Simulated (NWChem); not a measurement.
System: C₂H₇B; SMILES B(C)C

All runs: NWChem. Medium grid unless said otherwise, to which SCAN and Minnesota functionals are sensitive. Structure relaxed at the B3LYP/6-31G* (spherical d) level. Total energies of different functionals are on different scales.

```csv
level,energy (Ha),highest occupied level (eV),orbital gap (eV),dipole (D)
B3LYP/def2-SVP,-105.2030,-8.37,7.62,0.43
PBE/def2-SVP,-105.0213,-7.12,5.56,0.49
MN15/def2-SVP,-105.0247,-9.21,9.07,0.47
Hartree-Fock/def2-SVP,-104.4214,-12.15,15.35,0.33
MN15-L/def2-SVP,-105.0632,-7.62,6.51,0.46
B3PW91/def2-SVP,-105.1624,-8.35,7.62,0.44
r2SCAN0/def2-SVP,-105.1142,-8.79,8.48,0.42
```
